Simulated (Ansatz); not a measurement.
Ansatz (a first-principles code) input (MP2/def2-TZVP):

Ansatz 0.2 input:
```yaml
crystal:
  periodic: [false, false, false]
  atoms:
    - {symbol: Sn, position_ang: [0.00624545, 0.00001533, 0.04778301]}
    - {symbol: H, position_ang: [-0.14809190, -1.26562731, -1.19522083]}
    - {symbol: H, position_ang: [-0.16418077, 1.26486076, -1.19392983]}
basis:
  gaussian:
    orbitals: def2-TZVP
magnetization: {spin_polarized: false}
correlation: {method: mp2, electrons: outside_noble_gas}
relax: {f_tol: 0.003, max_steps: 100}
```

End of the output:

```
9 core orbitals not correlated
reference -5836.17394175 eV, -214.4754364584 hartree; 3, 3 occupied and 50, 50 virtual orbitals, 634 factors
densities: 0.08 GiB planned
second order -2.37949665 eV of doubles, -0.00000000 eV of singles
the calculation of the forces begins
relax step   2: F+E_penalty+E_count = -5838.55343840 eV  Δ(F+E_penalty+E_count) = +1.452e-3 eV  max|allowed force component| = 2.801e-1 eV/Å  Δτ_max = 0.0342 Å  (33 SCF iters, rejected (line search))
these checks for a lower state are left out or cut short: starts, cluster_reference, orbital_swaps, neighbouring_geometries, increment
integrals: 0.02 GiB planned
634 factors; integrals over basis functions are off by at most 3.0e-4 eV
mean field: 0.10 GiB planned
mean field evaluation 32: about -5836.1739 eV, gradient 2.6e-6 eV
mean field -5836.17389829 eV, -214.4754348614 hartree, gradient 2.6e-6 eV, S^2 0.000000; 0 other end points of the search recorded, 0 dependent functions left out; unrestricted orbitals would lower it
9 core orbitals not correlated
reference -5836.17389829 eV, -214.4754348614 hartree; 3, 3 occupied and 50, 50 virtual orbitals, 634 factors
densities: 0.08 GiB planned
second order -2.38353244 eV of doubles, -0.00000000 eV of singles
the calculation of the forces begins
relax step   3: F+E_penalty+E_count = -5838.55743073 eV  Δ(F+E_penalty+E_count) = -2.541e-3 eV  max|allowed force component| = 1.145e-2 eV/Å  Δτ_max = 0.0132 Å  (34 SCF iters, accepted)
these checks for a lower state are left out or cut short: starts, cluster_reference, orbital_swaps, neighbouring_geometries, increment
integrals: 0.02 GiB planned
634 factors; integrals over basis functions are off by at most 3.0e-4 eV
mean field: 0.10 GiB planned
mean field -5836.17387274 eV, -214.4754339224 hartree, gradient 1.5e-6 eV, S^2 0.000000; 0 other end points of the search recorded, 0 dependent functions left out; unrestricted orbitals would lower it
9 core orbitals not correlated
reference -5836.17387274 eV, -214.4754339224 hartree; 3, 3 occupied and 50, 50 virtual orbitals, 634 factors
densities: 0.08 GiB planned
second order -2.38356549 eV of doubles, -0.00000000 eV of singles
the calculation of the forces begins
relax step   4: F+E_penalty+E_count = -5838.55743823 eV  Δ(F+E_penalty+E_count) = -7.493e-6 eV  max|allowed force component| = 3.532e-4 eV/Å  Δτ_max = 0.0009 Å  (25 SCF iters, accepted)
these checks for a lower state are left out or cut short: cluster_reference
integrals: 0.02 GiB planned
634 factors; integrals over basis functions are off by at most 3.0e-4 eV
mean field: 0.10 GiB planned
mean field -5836.17387274 eV, -214.4754339224 hartree, gradient 1.5e-6 eV, S^2 0.000000; 1 other end points of the search recorded, 0 dependent functions left out; unrestricted orbitals would lower it
9 core orbitals not correlated
reference -5836.17387274 eV, -214.4754339224 hartree; 3, 3 occupied and 50, 50 virtual orbitals, 634 factors
densities: 0.08 GiB planned
second order -2.38356549 eV of doubles, -0.00000000 eV of singles
the calculation of the forces begins
Total energy: -5838.55743823 eV, -214.5630283384 hartree
Atom 0 at     0.004558     0.000011     0.034869 Å, force     0.000012     0.000000     0.000093 eV/Å
Atom 1 at    -0.147247    -1.265794    -1.188764 Å, force    -0.000008     0.000353    -0.000046 eV/Å
Atom 2 at    -0.163338     1.265032    -1.187473 Å, force    -0.000004    -0.000353    -0.000047 eV/Å
Dipole moment:     0.014941     0.000037     0.114313 e Å
Checks for a lower state left out: cluster_reference
```
